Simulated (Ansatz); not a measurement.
Relaxation of Cl$_{3}$GeH$_{3}$OS (9 atoms, charge 0, multiplicity 1), to a largest force component of 0.03 eV/Å in at most 50 steps.

All numbers below come from RKS PBE-D4/def2-SVP (Ansatz 0.2.0).

```xyz
9
Properties=species:S:1:pos:R:3
Ge 0.501 -0.489 -0.466
O -0.668 -1.009 2.214
H -1.332 -0.326 2.421
Cl 1.630 -0.066 -2.265
Cl 0.045 1.472 0.366
Cl -1.335 -1.449 -1.062
S 1.853 -1.760 0.792
H 0.776 -2.346 1.397
H 0.192 -0.555 2.399
```

Q: Where does it end, and by what steps?

A: It converged. After 11 steps the energy has fallen by 0.301 eV; H3 moved furthest, 1.06 Å.

```
step  energy less start (eV)  largest force component (eV/Å)  accepted
   0                  0.0000                           0.537       yes
   1                 -0.0436                           0.682       yes
   2                 -0.0269                           1.755        no
   3                 -0.0760                           0.539       yes
   4                 -0.1069                           0.651       yes
   5                 -0.1587                           0.400       yes
   6                 -0.2036                           0.452       yes
   7                 -0.2302                           0.892       yes
   8                 -0.2866                           0.091       yes
   9                 -0.2984                           0.074       yes
  10                 -0.3009                           0.060       yes
  11                 -0.3012                           0.023       yes
```

```xyz
9
Properties=species:S:1:pos:R:3
Ge 0.645 -0.508 -0.527
O -0.548 -1.077 2.522
H -1.273 -1.236 1.881
Cl 1.458 -0.182 -2.492
Cl 0.541 1.425 0.489
Cl -1.452 -1.085 -0.747
S 1.801 -1.981 0.601
H 0.883 -1.771 1.641
H -0.393 -0.113 2.431
```

Whether the end is a true minimum wasn't checked by a vibrational analysis.

The run took 22 s on 4 threads of Arm Neoverse V1 (shared host), peak memory 0.22 GiB.
